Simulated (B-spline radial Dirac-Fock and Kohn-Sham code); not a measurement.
# Electron momentum distribution of Dy⁶¹⁺: Compton profiles

System: the Dy⁶¹⁺ ion, configuration [He] 2s2 2p1.

Model: the impulse approximation on relativistic Hartree-Fock (Dirac-Fock) wave functions, averaged over the configuration. Program: a radial finite-basis atomic code. pz is in atomic units of momentum; subshell profiles are per electron, for a selection of subshells; open shells are spread over both j values by their weights.

```
  pz  J total  J 2s1/2  J 2p1/2  J 2p3/2
   0   0.1225   0.0394   0.0194   0.0209
0.83   0.1221   0.0392   0.0194   0.0209
 1.1   0.1219   0.0391   0.0194   0.0209
 1.5   0.1213   0.0388   0.0194   0.0209
   2   0.1205   0.0384   0.0194   0.0208
 2.8   0.1185   0.0375   0.0194   0.0208
 3.7   0.1157   0.0361   0.0194   0.0208
   5   0.1105   0.0336   0.0193   0.0207
 6.8   0.1016   0.0294   0.0191   0.0205
 9.2  0.08810   0.0232   0.0186   0.0198
  12  0.07211   0.0163   0.0175   0.0185
  17  0.04861  0.00717   0.0144   0.0147
  23  0.03164  0.00237  0.00995  0.00955
  31  0.02079  0.00112  0.00521  0.00458
```

J(0) = 0.1225. The 2s1/2 subshell gives the largest part, 64 %.

Mean momentum ⟨p⟩ by subshell (a.u.): 1s1/2 65.6, 2s1/2 24.7, 2p1/2 32.5, 2p3/2 29.7.

Values without a named source are computed, but for edge energies of neutral atoms, which are taken from tables.
